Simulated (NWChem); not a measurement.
A calculation on HBCl (+1)

```xyz
3

B      0.0000     0.0000    -1.1359
Cl     0.0000     0.0000     0.4715
H      0.0000     0.0000    -2.3354
```
Charge +1, spin multiplicity 1.

Everything below was run with NWChem. All single points use one geometry, from PBE/def2-SVP, a minimum by its harmonic frequencies.

Symmetry labels belong to the abelian group C2v used in the runs, with the axes of the coordinates shown; states degenerate in a higher group split over its labels.

The spin multiplicity of the parent species was assumed, not shown to be that of its ground state. The structure started from a generated list of species.

Task: List the lowest 6 singlet excitations that CIS/aug-cc-pVDZ gives, with oscillator strengths.

Result: 
| state | symmetry | energy (eV) | wavelength (nm) | f |
|---|---|---|---|---|
| 1 | a2 | 8.01 | 155 | 0.000 |
| 2 | a2 | 8.16 | 152 | 0.000 |
| 3 | a1 | 8.16 | 152 | 0.000 |
| 4 | b1 | 9.87 | 126 | 0.015 |
| 5 | b2 | 9.87 | 126 | 0.015 |
| 6 | a1 | 10.78 | 115 | 0.467 |
